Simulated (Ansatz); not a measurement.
`CCB(N)O`. Total charge 0; spin multiplicity 1. All single points use the PBE0-D4/def2-TZVP geometry. It is one conformer, not always the lowest.

```xyz
13

C    -1.222   -1.344   -0.100
C     0.007   -0.615   -0.638
B     0.533    0.540    0.300
N     0.945    1.781   -0.228
O     0.586    0.278    1.650
H    -1.515   -2.177   -0.744
H    -1.032   -1.742    0.899
H    -2.080   -0.671   -0.021
H    -0.192   -0.233   -1.646
H     0.827   -1.336   -0.755
H     1.323    2.539    0.314
H     0.901    1.977   -1.212
H     0.920    1.003    2.182
```

Task: What is the dipole moment at r2SCAN/def2-TZVPP? (Estimate.)

Result: Computed: 2.51 D, with components (0.96, 2.29, -0.33) D in this frame, pointing from negative to positive charge.

Task: And with PBE, B3LYP, ωB97M-V? (Estimate.)

Result: The calculation gave: PBE 2.50 D, B3LYP 2.53 D, ωB97M-V 2.54 D.

Task: Give the Mulliken charges with r2SCAN, PBE, ωB97M-V in def2-TZVPP. (Best estimate.)

Result: The calculation gave: 
```tsv
atom	r2SCAN	PBE	ωB97M-V
C1	-0.13	-0.25	-0.31
C2	-0.15	-0.22	-0.24
B3	0.32	0.21	0.28
N4	-0.37	-0.31	-0.27
O5	-0.35	-0.28	-0.31
H6	0.03	0.07	0.10
H7	0.06	0.10	0.11
H8	0.03	0.07	0.09
H9	0.01	0.05	0.06
H10	0.04	0.08	0.10
H11	0.14	0.14	0.10
H12	0.17	0.16	0.13
H13	0.18	0.17	0.16
```

B3LYP here is the variant with VWN-RPA as its local correlation; programs differ in this.
